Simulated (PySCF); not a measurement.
C5H11O2, charge +1, singlet, at a GFN2-xTB geometry; CCSD(T)/STO-3G run with PySCF.

Input for PySCF:
```python
from pyscf import gto, scf, cc

mol = gto.Mole()
mol.atom = '''
    C    -1.11122537   -0.17288140   -1.33380704
    C    -0.57010329   -0.16996179    0.11985602
    C    -1.33695232    0.85239256    0.95921364
    C    -0.66467270   -1.57567562    0.71383606
    C     0.85397347    0.24309092   -0.06574510
    O     1.12576377    1.48989089   -0.06054431
    O     1.72292858   -0.66688557   -0.27850548
    H    -0.58137629   -0.88998833   -1.95530409
    H    -2.15651977   -0.46659898   -1.29127586
    H    -1.05348344    0.81511820   -1.78298812
    H    -2.37751648    0.54998635    1.02278069
    H    -1.29552996    1.84341474    0.51740807
    H    -0.93703627    0.90152611    1.96819509
    H    -0.24418740   -1.60083190    1.71530987
    H    -1.70924784   -1.86359540    0.77886709
    H    -0.14692126   -2.30500824    0.09817355
    H     2.03860318    1.78475263   -0.24831249
    H     2.64755800   -0.41460576   -0.47057695
'''
mol.basis = 'sto-3g'
mol.charge = 1
mol.verbose = 4
mol.build()

mf = scf.RHF(mol)
mf.kernel()

mycc = cc.CCSD(mf)
mycc.kernel()
et = mycc.ccsd_t()
print('E(CCSD(T)) = %.10f' % (mycc.e_tot + et))
```

Output, abridged:

```
PySCF version 2.14.0

[INPUT] verbose = 4
[INPUT] num. atoms = 18
[INPUT] num. electrons = 56
[INPUT] charge = 1
[INPUT] spin (= nelec alpha-beta = 2S) = 0
[INPUT] symmetry False subgroup None
[INPUT] Mole.unit = angstrom
[INPUT] Symbol           X                Y                Z      unit          X                Y                Z       unit  Magmom
[INPUT]  1 C     -1.111225370000  -0.172881400000  -1.333807040000 AA   -2.099911611968  -0.326698498031  -2.520530008617 Bohr   0.0
[INPUT]  2 C     -0.570103290000  -0.169961790000   0.119856020000 AA   -1.077339080813  -0.321181234741   0.226495052180 Bohr   0.0
[INPUT]  3 C     -1.336952320000   0.852392560000   0.959213640000 AA   -2.526473726402   1.610788489017   1.812651074547 Bohr   0.0
[INPUT]  4 C     -0.664672700000  -1.575675620000   0.713836060000 AA   -1.256049365475  -2.977595382954   1.348954651239 Bohr   0.0
[INPUT]  5 C      0.853973470000   0.243090920000  -0.065745100000 AA    1.613775975944   0.459375262169  -0.124240233032 Bohr   0.0
[INPUT]  6 O      1.125763770000   1.489890890000  -0.060544310000 AA    2.127385206258   2.815485737584  -0.114412164301 Bohr   0.0
[INPUT]  7 O      1.722928580000  -0.666885570000  -0.278505480000 AA    3.255863148386  -1.260231083724  -0.526299081391 Bohr   0.0
[INPUT]  8 H     -0.581376290000  -0.889988330000  -1.955304090000 AA   -1.098641963416  -1.681834197759  -3.694989220342 Bohr   0.0
[INPUT]  9 H     -2.156519770000  -0.466598980000  -1.291275860000 AA   -4.075231747510  -0.881744282201  -2.440157726662 Bohr   0.0
[INPUT] 10 H     -1.053483440000   0.815118200000  -1.782988120000 AA   -1.990795178365   1.540350157148  -3.369359230153 Bohr   0.0
[INPUT] 11 H     -2.377516480000   0.549986350000   1.022780690000 AA   -4.492855003840   1.039323573749   1.932775389594 Bohr   0.0
[INPUT] 12 H     -1.295529960000   1.843414740000   0.517408070000 AA   -2.448196810569   3.483548992586   0.977759546940 Bohr   0.0
[INPUT] 13 H     -0.937036270000   0.901526110000   1.968195090000 AA   -1.770741919084   1.703637442045   3.719349679814 Bohr   0.0
[INPUT] 14 H     -0.244187400000  -1.600831900000   1.715309870000 AA   -0.461447309070  -3.025133862467   3.241465873063 Bohr   0.0
[INPUT] 15 H     -1.709247840000  -1.863595400000   0.778867090000 AA   -3.230010296604  -3.521684912999   1.471845487537 Bohr   0.0
[INPUT] 16 H     -0.146921260000  -2.305008240000   0.098173550000 AA   -0.277640943276  -4.355834288466   0.185521122176 Bohr   0.0
[INPUT] 17 H      2.038603180000   1.784752630000  -0.248312490000 AA    3.852401686867   3.372693670797  -0.469242599409 Bohr   0.0
[INPUT] 18 H      2.647558000000  -0.414605760000  -0.470576950000 AA    5.003159518901  -0.783491336067  -0.889261556033 Bohr   0.0

nuclear repulsion = 343.554133042453
number of shells = 32
number of NR pGTOs = 138
number of NR cGTOs = 46
basis = sto-3g
ecp = {}

******** <class 'pyscf.scf.hf.RHF'> ********
method = RHF
initial guess = minao
damping factor = 0
level_shift factor = 0
DIIS = <class 'pyscf.scf.diis.CDIIS'>
diis_start_cycle = 1
diis_space = 8
diis_damp = 0
SCF conv_tol = 1e-09
SCF conv_tol_grad = None
SCF max_cycles = 50
direct_scf = True
direct_scf_tol = 1e-13
Set gradient conv threshold to 3.16228e-05
Initial guess from minao.
init E= -342.857313112905
  HOMO = -0.332150700217911  LUMO = 0.119749289467958  gap/eV = 12.29683
cycle= 1 E= -340.823319243389  delta_E= 2.03  |g|= 0.594  |ddm|=    5
  HOMO = -0.629019789744434  LUMO = -0.0943849714664508  gap/eV = 14.54815
cycle= 2 E= -340.927685499831  delta_E= -0.104  |g|= 0.218  |ddm|= 0.956
  HOMO = -0.605252258317164  LUMO = -0.0273591745455071  gap/eV = 15.72527
cycle= 3 E= -340.941209789047  delta_E= -0.0135  |g|= 0.0382  |ddm|= 0.26
  HOMO = -0.611191313359645  LUMO = -0.0233225683270512  gap/eV = 15.99672
cycle= 4 E= -340.941907378818  delta_E= -0.000698  |g|= 0.00466  |ddm|= 0.0804
  HOMO = -0.610552218059102  LUMO = -0.0232813579287493  gap/eV = 15.98045
cycle= 5 E= -340.941920749501  delta_E= -1.34e-05  |g|= 0.00147  |ddm|= 0.00949
  HOMO = -0.610992452800968  LUMO = -0.0230522878916565  gap/eV = 15.99867
cycle= 6 E= -340.941922141008  delta_E= -1.39e-06  |g|= 0.000391  |ddm|= 0.00312
  HOMO = -0.610971413462524  LUMO = -0.0229853193806653  gap/eV = 15.99992
cycle= 7 E= -340.941922240144  delta_E= -9.91e-08  |g|= 7.92e-05  |ddm|= 0.000938
  HOMO = -0.610976912632838  LUMO = -0.0229999276962128  gap/eV = 15.99967
cycle= 8 E= -340.941922244717  delta_E= -4.57e-09  |g|= 1.46e-05  |ddm|= 0.000221
  HOMO = -0.610978333772373  LUMO = -0.0229997058392908  gap/eV = 15.99971
cycle= 9 E= -340.941922244872  delta_E= -1.55e-10  |g|= 2.85e-06  |ddm|= 4.27e-05
  HOMO = -0.610977524255634  LUMO = -0.0229999542882257  gap/eV = 15.99968
Extra cycle  E= -340.941922244877  delta_E= -4.89e-12  |g|= 1.14e-06  |ddm|= 6.01e-06
converged SCF energy = -340.941922244877

******** <class 'pyscf.cc.ccsd.CCSD'> ********
CC2 = 0
CCSD nocc = 28, nmo = 46
max_cycle = 50
direct = 0
conv_tol = 1e-07
conv_tol_normt = 1e-05
diis_space = 6
diis_start_cycle = 0
diis_start_energy_diff = 1e+09
Init t2, MP2 energy = -341.296711142595  E_corr(MP2) -0.354788897717466
Init E_corr(CCSD) = -0.354788897718129
cycle = 1  E_corr(CCSD) = -0.408688129561237  dE = -0.0538992318  norm(t1,t2) = 0.0847557
cycle = 2  E_corr(CCSD) = -0.431463626836631  dE = -0.0227754973  norm(t1,t2) = 0.0283094
cycle = 3  E_corr(CCSD) = -0.43957381868304  dE = -0.00811019185  norm(t1,t2) = 0.0131228
cycle = 4  E_corr(CCSD) = -0.442898202336353  dE = -0.00332438365  norm(t1,t2) = 0.00432703
cycle = 5  E_corr(CCSD) = -0.442655970505465  dE = 0.000242231831  norm(t1,t2) = 0.00110625
cycle = 6  E_corr(CCSD) = -0.442634867064454  dE = 2.1103441e-05  norm(t1,t2) = 0.000224773
cycle = 7  E_corr(CCSD) = -0.442628785862351  dE = 6.0812021e-06  norm(t1,t2) = 9.88788e-05
cycle = 8  E_corr(CCSD) = -0.442627838594753  dE = 9.47267598e-07  norm(t1,t2) = 2.78184e-05
cycle = 9  E_corr(CCSD) = -0.442628089214753  dE = -2.50620001e-07  norm(t1,t2) = 8.09331e-06
cycle = 10  E_corr(CCSD) = -0.442628088695344  dE = 5.19409682e-10  norm(t1,t2) = 2.75184e-06
CCSD converged
E(CCSD) = -341.3845503335725  E_corr = -0.4426280886953438
CCSD(T) correction = -0.00991851860519551
E(CCSD(T)) = -341.3944688522
```
